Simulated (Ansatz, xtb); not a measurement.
# C4H5ClSSi: which of two isomers lies lower

Structure X is `[SiH3]c1sccc1Cl`, a singlet and structure Y is `[SiH3]c1csc(Cl)c1`, a singlet. Both are isolated molecules in the gas phase, relaxed with B3LYP-D3(BJ)/def2-SVP.

Q: Which of the two would you expect CCSD(T)/def2-SVP + ΔMP2/def2-TZVPP electronic energies to favour?

A: Structure X; the calculation gives E(Y) − E(X) = +20.5 kJ/mol.

Level by level:

```tsv
level	geometry	E(Y) − E(X) (kJ/mol)	departure from the last row (kJ/mol)	job, with rough time for the two
GFN2-xTB	GFN2-xTB	+14.1	−6.4	optimisation, 0.26 s
HF/STO-3G	GFN2-xTB	+9.4	−11.0	single point, 1.1 s
r2SCAN-D4/def2-SVP	GFN2-xTB	+18.9	−1.6	single point, 6.3 s
B3LYP-D3(BJ)/def2-SVP	B3LYP-D3(BJ)/def2-SVP	+21.5	+1.0	optimisation, 2.9 min
HF/def2-SVP	B3LYP-D3(BJ)/def2-SVP	+20.1	−0.3	part of the CCSD(T) run
MP2/def2-SVP	B3LYP-D3(BJ)/def2-SVP	+22.2	+1.7	part of the CCSD(T) run
CCSD(T)/def2-SVP	B3LYP-D3(BJ)/def2-SVP	+20.2	−0.3	single point
CCSD(T)/def2-SVP + ΔMP2/def2-TZVPP	B3LYP-D3(BJ)/def2-SVP	+20.5		single point, 85 s
```

As drawn, both hold the same kinds of bond in the same numbers.

The levels shown agree on the order. The largest departure from CCSD(T)/def2-SVP + ΔMP2/def2-TZVPP is that of HF/STO-3G, 11.0 kJ/mol. The last row adds to CCSD(T) the change of the MP2 difference between the two basis sets, here +0.3 kJ/mol.

With thermal terms from frequencies at re-optimised GFN2-xTB minima (ideal gas, soft modes damped towards free rotors, one conformer each, 298.15 K, 1 atm): the zero-point term adds −0.5 kJ/mol; ΔH is +20.1 and ΔG +19.8 kJ/mol.

The correlated steps freeze 19 core orbitals. Programs: Ansatz 0.2.0, xtb 6.7.1; the last row on 2 threads of Intel(R) Xeon(R) Platinum 8259CL CPU @ 2.50GHz (Skylake/Cascade Lake) on a shared host.
